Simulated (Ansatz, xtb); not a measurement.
Two isomers of C6H12O

We compare X, `C=CCCCOC`, a singlet, with Y, `C=CC(C)(C)OC`, a singlet. Both are isolated molecules in the gas phase, relaxed with B3LYP-D3(BJ)/def2-SVP; each stands in its lowest conformer found.

Quicker runs give these differences E(Y) − E(X): GFN2-xTB −0.110 eV; HF/STO-3G +0.007 eV (at GFN2-xTB geometries); r2SCAN-D4/def2-SVP −0.149 eV (at GFN2-xTB geometries).

Q: Estimate which is lower in electronic energy at CCSD(T)/def2-SVP + ΔMP2/def2-TZVPP, and by roughly how much.

A: The CCSD(T)/def2-SVP + ΔMP2/def2-TZVPP calculation puts structure Y lower, by 0.174 eV.

Level by level:

```json
{"level": "GFN2-xTB", "geometry": "GFN2-xTB", "E(Y) − E(X) (eV)": "−0.110", "departure from the last row (eV)": "+0.064", "job, with rough time for the two": "optimisation, 0.69 s"}
{"level": "HF/STO-3G", "geometry": "GFN2-xTB", "E(Y) − E(X) (eV)": "+0.007", "departure from the last row (eV)": "+0.180", "job, with rough time for the two": "single point, 2.4 s"}
{"level": "r2SCAN-D4/def2-SVP", "geometry": "GFN2-xTB", "E(Y) − E(X) (eV)": "−0.149", "departure from the last row (eV)": "+0.025", "job, with rough time for the two": "single point, 14 s"}
{"level": "B3LYP-D3(BJ)/def2-SVP", "geometry": "B3LYP-D3(BJ)/def2-SVP", "E(Y) − E(X) (eV)": "−0.097", "departure from the last row (eV)": "+0.077", "job, with rough time for the two": "optimisation, 6.4 min"}
{"level": "HF/def2-SVP", "geometry": "B3LYP-D3(BJ)/def2-SVP", "E(Y) − E(X) (eV)": "+0.015", "departure from the last row (eV)": "+0.188", "job, with rough time for the two": "part of the CCSD(T) run"}
{"level": "MP2/def2-SVP", "geometry": "B3LYP-D3(BJ)/def2-SVP", "E(Y) − E(X) (eV)": "−0.164", "departure from the last row (eV)": "+0.010", "job, with rough time for the two": "part of the CCSD(T) run"}
{"level": "CCSD(T)/def2-SVP", "geometry": "B3LYP-D3(BJ)/def2-SVP", "E(Y) − E(X) (eV)": "−0.144", "departure from the last row (eV)": "+0.030", "job, with rough time for the two": "single point"}
{"level": "CCSD(T)/def2-SVP + ΔMP2/def2-TZVPP", "geometry": "B3LYP-D3(BJ)/def2-SVP", "E(Y) − E(X) (eV)": "−0.174", "departure from the last row (eV)": "", "job, with rough time for the two": "single point, 7.2 min"}
```

As drawn, both hold the same kinds of bond in the same numbers. Structure X has 1 methyl group, Y 3.

HF/STO-3G, HF/def2-SVP find them nearly level. The largest departure from CCSD(T)/def2-SVP + ΔMP2/def2-TZVPP is that of HF/def2-SVP, 0.188 eV. The last row adds to CCSD(T) the change of the MP2 difference between the two basis sets, here −0.030 eV.

With thermal terms from frequencies at re-optimised GFN2-xTB minima (ideal gas, soft modes damped towards free rotors, one conformer each, 298.15 K, 1 atm): the zero-point term adds −0.023 eV; ΔH is −0.192 and ΔG −0.171 eV.

The correlated steps freeze 7 core orbitals. Codes used: Ansatz 0.2.0, xtb 6.7.1; the last row on 2 threads of Intel(R) Xeon(R) Processor @ 2.50GHz (Skylake/Cascade Lake) on a shared host.
